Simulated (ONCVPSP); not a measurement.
# zirconium (Zr) ONCV: all-electron and pseudo phase curves

Zr (Z = 40), optimised norm-conserving Vanderbilt (ONCV), made with ONCVPSP 4.0.1 (PBEsol, scalar-relativistic). Core [Ar] 3d10, reference 4s2 4p6 4d2 5s1 (charge +1). Waves: 4s+5s: rc 2.10 bohr, ncon 4, nbas 9, qcut 6.6 1/bohr, 3 projectors, debl 1 Ha; 4p: rc 1.95 bohr, ncon 4, nbas 8, qcut 8.8 1/bohr, 3 projectors, debl 2.7 Ha; 4d: rc 1.90 bohr, ncon 3, nbas 7, qcut 4.6 1/bohr, local. Local part: the d channel. Core correction: none.

The phase is arctan(r·R′/R) of the radial function R(r), unwrapped; energies in Ha, scanned from -4 to 5 Ha. A pole is an energy at which the radial function vanishes at the test radius. The pseudo phase is shifted by a multiple of π to meet the all-electron one at the reference energy, and phase errors are pseudo minus all-electron; the curves can meet again beyond the range given. Levels narrower than the energy grid can be missing from the lists of poles.

```
channel  radius (bohr)  reference energy (Ha)  poles, all-electron  poles, pseudo  unbroken range about the reference energy with phases within 0.05 rad  phase error 1 Ha above the reference energy (rad)
      s           2.13                  -0.37          -2.06, 3.27    -2.06, 3.26                                                        the whole range                                             +0.000
      p           1.97                  -1.44                -0.93          -0.93                                                        the whole range                                             -0.000
      d           1.93                  -0.37                 0.82           0.92                                                              below 1.7                                             +0.014
```

Phases in the p channel:

```csv
E (Ha),all-electron,pseudo
-3.98,1.287,1.287
-3.74,1.267,1.267
-3.50,1.242,1.242
-3.26,1.209,1.209
-3.02,1.165,1.165
-2.78,1.101,1.101
-2.54,0.999,0.999
-2.30,0.811,0.810
-2.06,0.390,0.390
-1.82,-0.443,-0.443
-1.58,-1.079,-1.079
-1.34,-1.359,-1.359
-1.10,-1.502,-1.502
-0.86,-1.593,-1.593
-0.62,-1.661,-1.661
-0.38,-1.720,-1.720
-0.14,-1.778,-1.778
0.10,-1.841,-1.841
0.34,-1.917,-1.917
0.58,-2.017,-2.017
0.82,-2.164,-2.164
1.06,-2.400,-2.399
1.30,-2.793,-2.793
1.54,-3.333,-3.333
1.78,-3.797,-3.797
2.02,-4.084,-4.084
2.26,-4.255,-4.255
2.50,-4.364,-4.364
2.74,-4.439,-4.439
2.98,-4.493,-4.493
3.22,-4.535,-4.535
3.46,-4.568,-4.568
3.70,-4.596,-4.596
3.94,-4.619,-4.619
4.18,-4.639,-4.639
4.42,-4.657,-4.657
4.66,-4.673,-4.673
4.90,-4.689,-4.689
```
